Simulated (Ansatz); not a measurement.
Reaction (formal hydrolysis of the Al–C bond): `CC[CH](C)[AlH2]` + H₂O → `[OH][AlH2]` + `CCCC`

Computed with Ansatz on PBE0-D4/def2-TZVP structures; ΔE is electronic, products minus reactants. CBS: MP2 limit from def2 TZ/QZ plus the TZ coupled-cluster correction, frozen cores. This one scheme is used for every species. Functionals use def2-TZVPP. B3LYP here is the variant with VWN-RPA as its local correlation; programs differ in this. One conformer a species, not always the lowest.

Task: Is it downhill or uphill in electronic energy at CCSD(T)/CBS, and by how much? (Estimate.)

Result: The calculation gave: Downhill: ΔE = -1.70 eV.

Task: What do these levels give: PBE0-D4, B3LYP-D4, B2PLYP, r2SCAN, HF/def2-TZVPP, MP2/def2-TZVPP, CCSD/def2-TZVPP, CCSD(T)/def2-TZVPP, HF/def2-QZVPP, MP2/def2-QZVPP, SCS-MP2/def2-QZVPP, CCSD/CBS(def2)? (Best estimate.)

Result: Computed: PBE0-D4 -1.63, B3LYP-D4 -1.75, B2PLYP -1.84, r2SCAN -1.77, HF/def2-TZVPP -1.98, MP2/def2-TZVPP -1.74, CCSD/def2-TZVPP -1.77, CCSD(T)/def2-TZVPP -1.73, HF/def2-QZVPP -1.99, MP2/def2-QZVPP -1.73, SCS-MP2/def2-QZVPP -1.78, CCSD/CBS(def2) -1.74 eV.

Largest T1 diagnostic among the species: 0.012.

The D4 term adds +0.12 eV with B3LYP and +0.06 eV with PBE0; it sums over pairs of atoms, weighted by their polarisabilities, and B3LYP, whose exchange is more repulsive, gets the larger term. In def2-TZVPP, CCSD(T) changes the Hartree–Fock value by +0.26 eV (the triples alone add +0.04 eV) and MP2 by +0.24 eV.
